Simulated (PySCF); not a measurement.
A ladder of Hamiltonians for Pt⁷²⁺ (platinum, charge +72)

Occupied: 1s1/2, 2s1/2, 2p1/2. Hartree-Fock calculated with PySCF 2.14 in an uncontracted even-tempered set (18 s from 20 bohr⁻², ratio 2.3; 15 p from 23 bohr⁻², ratio 2.3), Gaussian nucleus throughout. NR is non-relativistic, sf-X2C the spin-free one-electron X2C Hamiltonian, X2C adds the bare one-electron spin-orbit term, X2C-SNSO screens it by Boettger's factors, DC is four-component Dirac-Coulomb, and the Gaunt and Breit terms are added at first order (total energies over the DC spinors, levels after relaxing the spinors in that mean field). QED terms are absent. Levels marked empty are virtual spinors of this ion.

```
Hamiltonian  E (hartree)  E − E(DC) (hartree)  CPU seconds
        X2C   -9789.0995               2.4217         0.29
   X2C-SNSO   -9785.9545               5.5668         0.28
         DC   -9791.5213               0.0000           13
   DC+Gaunt   -9779.0850              12.4363           26
   DC+Breit   -9779.7143              11.8070           83
```

```tsv
level (eV)	X2C	X2C-SNSO	DC	DC+Gaunt	DC+Breit
1s1/2	-87065.9	-87068.8	-87148.9	-86900.3	-86908.4
2s1/2	-21171.2	-21172.0	-21183.7	-21157.2	-21159.6
2p1/2	-20915.5	-20873.3	-20886.4	-20831.9	-20837.7
2p3/2 (empty)	-18637.3	-18650.7	-18653.1	-18628.1	-18633.9
3s1/2 (empty)	-8852.9	-8853.1	-8856.1	-8848.7	-8849.7
```

Weight of the small component: 1s1/2 0.0878, 2s1/2 0.0213, 2p1/2 0.0212, 2p3/2 0.0190, 3s1/2 0.00878.

Koopmans' value for the highest occupied level at DC+Breit: 20837.7 eV, against an ionisation energy of 20840 ± 70 eV (theoretical estimate listed by NIST; NIST Atomic Spectra Database, ionization energies); the former lacks relaxation, correlation, QED and recoil.

The whole ladder took 130 s of wall time on 1 thread of Intel(R) Xeon(R) 6975P-C (shared host), launched as `OMP_NUM_THREADS=1 python relrun2.py TASK.json OUT` (a driver that calls PySCF for each Hamiltonian).
